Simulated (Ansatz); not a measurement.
A run of Ansatz (development build ahead of 0.2.0) on singlet Mg₄O₄ at this shape:

```xyz
8

O     1.1586    0.8817    0.7898
Mg    1.4265   -0.0873   -0.8373
Mg   -0.4839    1.5808    0.1030
O    -0.2160    0.6118   -1.5240
Mg    0.2160   -0.6118    1.5240
O     0.4839   -1.5808   -0.1030
O    -1.4265    0.0873    0.8373
Mg   -1.1586   -0.8817   -0.7898
```

Its results:

```json
{
  "Converged": "yes",
  "Total energy": "-1097.64732 hartree",
  "Spin squared of the determinant": "0.000"
}
```

Q: Which input gives this output? Name the method, the orbitals and the basis set, and write the input.

A: RHF in def2-SVP. An unrestricted run that stays on the closed shell gives the same numbers.

```yaml
crystal:
  periodic: [false, false, false]
  atoms:
    - { symbol: O, position_ang: [1.15863, 0.88172, 0.78979] }
    - { symbol: Mg, position_ang: [1.42651, -0.0873, -0.83729] }
    - { symbol: Mg, position_ang: [-0.48389, 1.58078, 0.10303] }
    - { symbol: O, position_ang: [-0.216, 0.61175, -1.52405] }
    - { symbol: Mg, position_ang: [0.216, -0.61175, 1.52405] }
    - { symbol: O, position_ang: [0.48389, -1.58078, -0.10303] }
    - { symbol: O, position_ang: [-1.42651, 0.0873, 0.83729] }
    - { symbol: Mg, position_ang: [-1.15863, -0.88172, -0.78979] }
basis:
  gaussian: { orbitals: def2-SVP }
hamiltonian:
  xc: hf
```
